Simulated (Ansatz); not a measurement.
Isolated molecules relaxed with PBE0-D4/def2-TZVP in Ansatz; ΔE leaves out vibrations. CCSD(T)/CBS is the MP2 limit (def2-TZVPP, def2-QZVPP) plus CCSD(T) − MP2 in def2-TZVPP, frozen cores. This one scheme is used for every species. One conformer a species, not always the lowest.

Reaction (ligand exchange at a B–O bond): `OB(Cl)O[SiH3]` + H₂S → `OB(S)Cl` + `O[SiH3]`

`OB(Cl)O[SiH3]`:

Z-matrix (Å, degrees):
```
Si
O 1 1.659
H 1 1.483 2 110.0
H 1 1.483 2 110.0 3 -121.4
H 1 1.480 2 106.2 3 119.3
B 2 1.343 1 131.7 3 61.2
Cl 6 1.775 2 119.1 1 180.0
O 6 1.356 2 120.7 1 -0.0
H 8 0.960 6 113.7 2 180.0
```

H₂S:

```xyz
3

S    -0.188   -0.361   -0.467
H     0.391    0.847   -0.401
H    -0.204   -0.486    0.868
```

`OB(S)Cl`:

```xyz
6

O    -0.444    0.665    0.821
B    -0.133   -0.299   -0.069
S     1.252   -0.118   -1.205
Cl   -1.078   -1.793   -0.159
H    -1.204    0.445    1.368
H     1.608    1.099   -0.758
```

`O[SiH3]`:

Z-matrix (Å, degrees):
```
Si
O 1 1.648
H 1 1.489 2 111.7
H 1 1.489 2 111.7 3 120.9
H 1 1.481 2 105.9 3 -119.6
H 2 0.957 1 117.9 3 -60.5
```

```json
{"level": "MP2/def2-SVP", "ΔE (kJ/mol)": "75.7"}
{"level": "HF/def2-TZVPP", "ΔE (kJ/mol)": "86.2"}
```

What does CCSD(T)/CBS give? (Estimate.)

Computed: +66.2 kJ/mol. The listed levels differ from it by 9.5, 20.0 kJ/mol.

Largest T1 diagnostic among the species: 0.012.

From BLYP to BHLYP (50 % exact exchange), in def2-TZVPP and without D4, ΔE moves by +11.9 kJ/mol. At CCSD(T), def2-SVP lies +13.4 kJ/mol from the extrapolated value and def2-TZVPP +2.2 kJ/mol.
